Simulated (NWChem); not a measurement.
# CH4BFO2; SMILES OCB(O)F

```xyz
9

O      0.1177     1.9500     0.1633
C     -0.7302     0.8598    -0.1048
B     -0.0417    -0.5504     0.0059
O     -0.7564    -1.6891     0.0648
F      1.2991    -0.6159     0.0005
H      0.9865     1.7423    -0.1954
H     -1.2031     0.9309    -1.1110
H     -1.5783     0.9007     0.6000
H     -0.2051    -2.4798     0.0924
```
Atoms are numbered in this order, from 1.

Program: NWChem. Structure relaxed at the PBE0/def2-SVP level. Atomic charges in e: unrestrained fits to the electrostatic potential beside Mulliken populations; buried atoms are poorly determined by the fit.

Task: What does the run give for B3LYP/def2-SVP? Quantities: ESP O1; Mulliken O1; ESP C2; Mulliken C2; ESP B3; Mulliken B3; ESP O4; Mulliken O4; ESP F5; Mulliken F5; relative RMS misfit of the potential (%).

Result: 
```json
{
  "ESP O1": "-0.62",
  "Mulliken O1": "-0.32",
  "ESP C2": "0.26",
  "Mulliken C2": "0.16",
  "ESP B3": "0.55",
  "Mulliken B3": "0.01",
  "ESP O4": "-0.67",
  "Mulliken O4": "-0.11",
  "ESP F5": "-0.31",
  "Mulliken F5": "-0.14",
  "relative RMS misfit of the potential (%)": "19"
}
```
